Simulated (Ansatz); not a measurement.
Saddle point of BSi$_{4}$H$_{10}$Cl$_{3}$O, singlet (Si₄H₁₀O ([OH][Si]([SiH3])([SiH3])[SiH3]) + BCl₃ ([Cl][B]([Cl])[Cl]) → BSi₄H₉Cl₂O ([SiH3][Si]([SiH3])([SiH3])[O][B]([Cl])[Cl]) + HCl; bonds formed: Cl2–H5; dative contacts that become bonds: B1–O6; bonds broken: B1–Cl2, H5–O6), PBE0-D4/def2-TZVP structure:

| atom | x (Å) | y (Å) | z (Å) |
| --- | --- | --- | --- |
| B1 | 0.5951 | -1.4548 | 1.9128 |
| Cl2 | 0.3006 | -0.3890 | 3.8294 |
| Cl3 | 2.2141 | -2.1664 | 1.9041 |
| Cl4 | -0.7847 | -2.5500 | 1.6775 |
| H5 | 0.2903 | 0.2715 | 2.4786 |
| O6 | 0.4716 | -0.1432 | 1.3062 |
| Si7 | -0.0293 | 0.2644 | -0.2854 |
| Si8 | 0.4328 | 2.5475 | -0.5054 |
| Si9 | 1.2425 | -1.0033 | -1.7916 |
| Si10 | -2.3269 | -0.1367 | -0.5542 |
| H11 | 1.8860 | 2.8088 | -0.3379 |
| H12 | -0.3280 | 3.3281 | 0.5066 |
| H13 | 0.0049 | 2.9600 | -1.8680 |
| H14 | 0.7894 | -0.6061 | -3.1538 |
| H15 | 0.9964 | -2.4539 | -1.5920 |
| H16 | 2.6908 | -0.7041 | -1.6470 |
| H17 | -2.7992 | 0.7728 | -1.6355 |
| H18 | -2.6044 | -1.5396 | -0.9502 |
| H19 | -3.0417 | 0.1937 | 0.7060 |

Energies are electronic, without zero-point energy. Barriers and step energies count from the start structure reached by relaxing down the imaginary mode; all methods use the PBE0-D4 structures, on which another method's saddle can fall below an end. Ansatz 0.2.0; basis: def2-TZVPP, with def2-QZVPP for the basis limit; cores frozen in the correlated methods. B3LYP uses VWN-RPA correlation. Extrapolation: Hartree–Fock as exp(−7.88 √X), correlation as X^−2.97.

| method | barrier (eV) | step energy (eV) |
| --- | --- | --- |
| SPW92 | 0.615 | -0.031 |
| PBE-D4 | ? | -0.273 |
| BLYP-D4 | ? | -0.446 |
| r2SCAN-D4 | 0.723 | -0.298 |
| B97M-V | 0.867 | -0.382 |
| PBE0-D4 | 0.808 | -0.222 |
| B3LYP-D4 | 0.784 | -0.403 |
| r2SCAN0-D4 | ? | -0.250 |
| BHLYP-D4 | 0.967 | -0.363 |
| CAM-B3LYP-D4 | 0.847 | -0.375 |
| wB97X-V | 0.926 | -0.253 |
| wB97M-V | 0.921 | -0.227 |
| B2PLYP | 0.805 | -0.429 |
| PBE-QIDH | 0.897 | -0.210 |
| RPA on PBE | 0.840 | -0.399 |
| HF | 1.136 | -0.645 |
| MP2 | 0.868 | -0.240 |
| CCSD | 0.957 | -0.382 |
| CCSD(T) | 0.889 | -0.344 |

Task: Fill in the withheld barriers. (An estimate is asked for; the value comes from the calculation.)

Result: By the calculation: BLYP-D4 0.662; r2SCAN0-D4 0.842; PBE-D4 0.652 eV. Each is the energy of the saddle less that of the start structure, by the same method.

For comparison, the barrier by CCSD(T) at an estimated basis limit (MP2 extrapolated from triple and quadruple zeta, plus CCSD(T) − MP2 in triple zeta) is 0.931 eV.

T1 diagnostic: at most 0.013.

The step is the kind of ligand exchange by which a precursor binds to a hydroxyl group, or is hydrolysed, in atomic layer deposition of oxides. Here a small cluster stands in for the surface site.

Labels in which every atom is bracketed show which atoms are joined, not bond orders.

For scale, one of the runs: CCSD(T)/def2-TZVPP, 496 basis functions, launched by `ansatz run in.yaml --threads 4 --pin off --events-out ev --progress --plain --max-ram 63488MiB --backend cuda --devices 0, --max-vram 37GiB`. Hardware: 4 CPU threads of an AMD EPYC 7R13 and a share of one NVIDIA H100, shared host. Wall time 30 s; peak host memory 1.4 GiB.
